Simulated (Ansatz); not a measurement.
Start from `C=[CH][SnH2][CH]=C` and change one atom or group to get `C=[CH][SnH2][Cl]`.

Ansatz, PBE0-D4/def2-TZVP geometries, multiplicity 1. Each molecule was computed in one conformer, which needn't be the lowest.

Elements past krypton have def2 core potentials.

```
                                        property  `C=[CH][SnH2][CH]=C`
  size of the dipole moment (PBE/def2-TZVPP) / D                  0.68
               LUMO energy (PBE/def2-TZVPP) / eV                 -1.36
           HOMO–LUMO gap (B3LYP/def2-TZVPP) / eV                  6.97
           HOMO energy (ωB97M-V/def2-TZVPP) / eV                 -9.98
size of the dipole moment (B3LYP/def2-TZVPP) / D                  0.66
               HOMO energy (PBE/def2-TZVPP) / eV                 -6.66
```

Task: Give the same properties after the change, and the shifts. (Best estimate.)

Result: Computed: 
| property | `C=[CH][SnH2][Cl]` | shift |
| --- | --- | --- |
| size of the dipole moment (PBE/def2-TZVPP) / D | 2.86 | 2.18 |
| LUMO energy (PBE/def2-TZVPP) / eV | -1.97 | -0.61 |
| HOMO–LUMO gap (B3LYP/def2-TZVPP) / eV | 6.78 | -0.19 |
| HOMO energy (ωB97M-V/def2-TZVPP) / eV | -10.48 | -0.50 |
| size of the dipole moment (B3LYP/def2-TZVPP) / D | 2.94 | 2.28 |
| HOMO energy (PBE/def2-TZVPP) / eV | -6.99 | -0.33 |

With PBE0 the HOMO falls by 0.51 eV and the LUMO falls by 0.68 eV, so the gap narrows by about 0.17 eV. PBE moves the HOMO by -0.33 eV and ωB97M-V by -0.50 eV. Dipoles are sizes alone; their direction can turn.

B3LYP here is the variant with VWN-RPA as its local correlation; programs differ in this.
